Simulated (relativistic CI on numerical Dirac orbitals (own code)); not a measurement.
**Fe3+ in a cubic cluster: L2,3 absorption with charge transfer**

Computed with a charge-transfer multiplet model of a cubic metal-ligand cluster with up to 2 ligand holes, Slater and spin-orbit integrals from Dirac-Coulomb-Breit ions, Slater integrals scaled by 0.7. The parameters are those of a tetrahedral site (10Dq negative, t2 hopping the larger). The ground state mixes d5 with configurations of k ligand holes L, whose averages lie at kΔ + k(k − 1)U_dd/2; a core hole lowers each added d electron by U_cd. 300 K, Lorentzian 0.4 eV and Gaussian 0.3 eV FWHM.

Atomic integrals in eV (Slater integrals scaled, ζ unscaled), ground: F2dd 8.389, F4dd 5.243, zeta_d 0.056; with the core hole: F2dd 8.932, F4dd 5.587, zeta_d 0.075, zeta_core 8.130, F2cd 5.236, G1cd 3.950, G3cd 2.245.

Cluster parameters (eV): Δ = 2.1, U_cd = 7.1, 10Dq = -0.3, 10Dq(ligand) = 0, V(eg) = 0.9, V(t2g) = -1.53, final-state hopping factor = 0.9.

```csv
Case,n_d,d5,d6L,d7L2,S
U_dd = 6.1 eV,5.27,0.74,0.24,0.01,2.50
U_dd = 6.8 eV,5.26,0.75,0.24,0.01,2.50
U_dd = 8.2 eV,5.26,0.75,0.24,0.01,2.50
```

Weights, n_d and S are thermal averages at 300 K. Photon energies count from the first peak over 30 % of the highest in each spectrum, which can be another peak from case to case. The parameters are a model scan and need not match a compound or its usual spin state. Peaks in eV (height, largest 100):
- U_dd = 6.1 eV: 0.0 (100), 0.9 (45), 2.1 (9), 3.0 (9), 12.3 (17), 13.7 (27)
- U_dd = 6.8 eV: 0.0 (100), 1.0 (44), 2.5 (8), 3.3 (9), 12.3 (18), 13.8 (28)
- U_dd = 8.2 eV: 0.0 (100), 1.1 (42), 3.1 (10), 12.3 (18), 13.8 (28)

Curve for U_dd = 8.2 eV (points under 2 left out, the grid thinned):

```
E (eV)  Intensity
  -2.3        2.1
  -2.0        3.5
  -1.7        6.2
  -1.5        7.3
  -1.2        9.8
  -0.9       18.7
  -0.6       34.2
  -0.4       56.8
  -0.1       98.1
   0.2       79.9
   0.5       38.8
   0.8       33.1
   1.0       41.4
   1.3       32.3
   1.6       15.7
   1.9        8.4
   2.1        6.5
   2.4        6.4
   2.7        7.6
   3.0        9.1
   3.2        9.6
   3.5        8.3
   3.8        7.7
   4.1        5.3
   4.4        3.8
   4.6        3.2
   4.9        3.1
   5.2        2.6
   5.5        2.1
  11.3        3.1
  11.6        8.0
  11.9       13.2
  12.2       17.3
  12.5       15.1
  12.7       10.0
  13.0        8.8
  13.3       14.1
  13.6       25.0
  13.8       28.4
  14.1       21.7
  14.4        8.4
  14.7        4.1
  14.9        3.3
  15.2        2.8
  15.5        2.2
```

For the case U_dd = 6.1 eV, Δ = 2.1 eV is smaller than U_dd = 6.1 eV, the charge-transfer side of the Zaanen-Sawatzky-Allen scheme. With the core hole the configuration with one ligand hole lies at Δ + U_dd − U_cd = 1.1, 1.8, 3.2 eV from the one without, in the order of the table; where this is negative the screened configuration lies lower, though the effective hopping of about 2.6 eV (from the holes of the mixed ground state) mixes the two strongly wherever it is as large as the gap.
